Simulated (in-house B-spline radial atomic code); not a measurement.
Configurations of K⁷⁺, with energies counted from [Ne] 3s2. Level of theory: Dirac-Hartree-Fock, average of configuration, Fermi nucleus of rms radius 3.4349 fm; calculated with an all-electron radial atomic-structure program (B-spline basis). Energies include first-order Breit, QED and recoil terms.

Occupations are held fixed; configurations that lie above the ionisation limit could autoionise.

| configuration | E - E(ref) (eV) | highest orbital | its <r> (bohr) |
| --- | --- | --- | --- |
| [Ne] 3s1 (5d5/2)1 | 115.76 | 5d5/2 | 4.043 |
| [Ne] 3s1 (7g9/2)1 | 134.89 | 7g9/2 | 7.924 |
| [He] 2s2 (2p1/2)2 (2p3/2)3 3s2 (3p1/2)1 | 299.72 | 3p1/2 | 1.074 |
| [He] 2s1 2p6 3s2 (5p3/2)1 | 487.43 | 5p3/2 | 3.772 |
| [He] 2s1 2p6 3s2 (7g7/2)1 | 511.79 | 7g7/2 | 7.913 |

Problem. Order these further configurations by energy, lowest first.
A. [He] 2s2 (2p1/2)2 (2p3/2)3 3s2 (7f7/2)1
B. [He] 2s2 (2p1/2)2 (2p3/2)3 3s2 4s1
C. [Ne] 3s1 (5p3/2)1
D. [He] 2s1 2p6 3s2 (6d3/2)1
E. [Ne] 3s1 (5g9/2)1

Solution. C (111.29 eV), E (117.82 eV), B (366.41 eV), A (425.91 eV), D (503.75 eV).

Problem. How far above the reference does [He] 2s2 (2p1/2)1 (2p3/2)4 3s2 (6d5/2)1 lie?

Solution. 420.94 eV; its least bound orbital is 6d5/2 with <r> = 5.94 bohr.
